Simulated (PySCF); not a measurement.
AlF4, SMILES [F][Al-]([F])([F])[F], charge -1. Geometry: PBE0-D3(BJ)/def2-SVPD. The isomer is the one that the SMILES or the coordinates give; other isomers of the formula were not compared.

Computed equilibrium geometry at PBE0-D3(BJ)/def2-SVPD (PySCF confirms it by a frequency run) as Cartesian coordinates in Å, and its point group:
point group Td.
```xyz
5

Al     0.0000     0.0000     0.0000
F      0.9881     0.9881    -0.9881
F     -0.9881     0.9881     0.9881
F     -0.9881    -0.9881    -0.9881
F      0.9881    -0.9881     0.9881
```
Charge -1, spin multiplicity 1.
